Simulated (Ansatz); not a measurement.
Be3Te2⁺ was relaxed with PBE-D4 (def2-SVP) in Ansatz in these states: charge +1 doublet, charge +1 quartet. The geometries follow in no particular order.

In the def2 sets Te takes a core potential; there is no spin–orbit coupling.

A:

Cartesian coordinates in Å:
```
Be -1.134 0.459 0.203
Be 0.169 0.688 -1.429
Be 0.075 -0.786 1.385
Te -0.268 -1.602 -0.848
Te 1.158 1.241 0.689
```

B:

```xyz
5

Be   -0.453    1.125   -0.566
Be    0.910    0.063    0.979
Be   -0.458   -1.188   -0.412
Te    1.427   -0.091   -1.321
Te   -1.427    0.091    1.321
```

Judge from the bond lengths which geometry belongs to which state (an estimate).

A is the charge +1 quartet (Be1–Te4 2.471 Å, Be1–Te5 2.471 Å, Be3–Te4 2.402 Å); B is the charge +1 doublet (Be1–Te4 2.362 Å, Be1–Te5 2.362 Å, Be3–Te4 2.362 Å).
